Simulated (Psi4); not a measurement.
Intermolecular potential of H2 ··· H4OSi (SMILES [H][H] and O[SiH3]). Monomers: optimised at B3LYP-D3(BJ) (def2-TZVP), held rigid. Orientation: a random orientation, not optimised. The monomers approach along the line of their centres of mass (distance R); nothing else relaxes.

Geometry at R = 3.57 Å (first 2 atoms: monomer A):
```
8

H      0.3719     0.0000     0.0000
H     -0.3719     0.0000     0.0000
Si    -1.1999     2.0560     2.2436
O     -0.2026     3.2700     2.7560
H     -2.4369     1.9831     3.0603
H     -0.5293     0.7335     2.3075
H     -1.5410     2.3782     0.8444
H      0.1338     3.2407     3.6545
```

Level of theory: Psi4 with SAPT0/jun-cc-pVDZ, frozen core.

Components in kcal/mol:

```
R / Å  electrostatics  exchange  induction  dispersion  total
-----  --------------  --------  ---------  ----------  -----
2.90            -5.59     20.62      -1.94       -2.71  10.39
3.12            -2.85     11.10      -0.99       -1.64   5.63
3.36            -1.32      5.50      -0.46       -0.97   2.76
3.57            -0.66      2.92      -0.23       -0.62   1.42
3.79            -0.31      1.48      -0.11       -0.39   0.67
3.98            -0.16      0.81      -0.06       -0.27   0.33
4.34            -0.04      0.26      -0.02       -0.14   0.07
4.54            -0.01      0.13      -0.01       -0.10   0.02
5.14             0.01      0.02       0.00       -0.04  -0.01
5.79             0.01      0.00       0.00       -0.02  -0.01
6.68             0.00      0.00       0.00       -0.01   0.00
8.09             0.00      0.00       0.00        0.00   0.00
```
